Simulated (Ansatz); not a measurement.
FGeH3 (SMILES [F][GeH3]) moved off its minimum; all values from Ansatz (a first-principles code), cores frozen in correlated methods.
(charge 0, multiplicity 1)
```xyz
5

Ge    -0.4199     0.2295    -0.1122
F      1.2425    -0.4691     0.2544
H     -0.9405    -0.9392    -1.1006
H     -0.1381     1.6257    -0.6781
H     -1.1611    -0.0067     1.1277
```

Forces at PBE/def2-TZVPP (eV/Å):

| atom | Fx | Fy | Fz |
|---|---|---|---|
| Ge1 | 1.855 | -2.073 | -1.481 |
| F2 | -1.090 | 0.710 | -0.174 |
| H3 | 0.188 | 1.025 | 0.249 |
| H4 | -0.183 | 0.071 | 0.024 |
| H5 | -0.770 | 0.267 | 1.382 |

**Question.** Give the forces (eV/Å), the total energy and the dipole at CCSD(T)/aug-cc-pVTZ.

**Answer.** 
```csv
atom,Fx,Fy,Fz
Ge1,2.301,-2.381,-1.477
F2,-1.506,0.909,-0.266
H3,0.211,1.147,0.300
H4,-0.226,0.000,0.066
H5,-0.780,0.324,1.376
```
Energy -2177.0721 hartree, dipole 3.03 D.
